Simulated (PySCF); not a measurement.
A series of related molecules.

All values: B3LYP/def2-SVPD (PySCF) at GFN2-xTB geometries, gas phase, one conformer each. Core orbitals are frozen in the response; Δα² is half the sum of the squared differences of the principal polarisabilities.

(1) Rank by HOMO energy, highest first.
A. `Cc1ccpc(C)c1`
B. `Cc1cc(F)ccp1`
C. `CC1=PC=CC(C=O)=C1`

(2) Rank by polarisability anisotropy Δα, lowest first.
A. `Cc1cc([SiH3])ccp1`
B. `[CH3:1][c:2]1[cH:3][c:4]([CH:5]=[O:6])[cH:7][cH:8][p:9]1` with C3–C4–C5–O6 0°
C. `CC1=CC(C)=PC=C1`
D. `CC1=PC=CC(C#N)=C1`
E. `CC1=PC=CC(F)=C1`

## Answers

(1) A (-6.48 eV), B (-6.76 eV), C (-7.23 eV).

(2) E (8.00 Å³), C (9.13 Å³), A (10.50 Å³), B (11.29 Å³), D (11.87 Å³).

All values together:

```json
{"SMILES": "Cc1cc(C=O)ccp1", "formula": "C7H7OP", "μ (D)": "2.19", "HOMO (eV)": "-7.23", "LUMO (eV)": "-2.75", "α (Å³)": "16.80", "Δα (Å³)": "11.29", "electrons": "72", "α per electron (Å³)": "0.233"}
{"SMILES": "Cc1cc([SiH3])ccp1", "formula": "C6H9PSi", "μ (D)": "0.91", "HOMO (eV)": "-6.81", "LUMO (eV)": "-1.78", "α (Å³)": "18.39", "Δα (Å³)": "10.50", "electrons": "74", "α per electron (Å³)": "0.248"}
{"SMILES": "Cc1cc(F)ccp1", "formula": "C6H6FP", "μ (D)": "0.52", "HOMO (eV)": "-6.76", "LUMO (eV)": "-1.59", "α (Å³)": "14.02", "Δα (Å³)": "8.00", "electrons": "66", "α per electron (Å³)": "0.212"}
{"SMILES": "Cc1ccpc(C)c1", "formula": "C7H9P", "μ (D)": "1.99", "HOMO (eV)": "-6.48", "LUMO (eV)": "-1.37", "α (Å³)": "16.03", "Δα (Å³)": "9.13", "electrons": "66", "α per electron (Å³)": "0.243"}
{"SMILES": "Cc1cc(C#N)ccp1", "formula": "C7H6NP", "μ (D)": "3.44", "HOMO (eV)": "-7.29", "LUMO (eV)": "-2.59", "α (Å³)": "16.78", "Δα (Å³)": "11.87", "electrons": "70", "α per electron (Å³)": "0.240"}
```

Conformers: `[CH3:1][c:2]1[cH:3][c:4]([CH:5]=[O:6])[cH:7][cH:8][p:9]1` with C3–C4–C5–O6 0°.
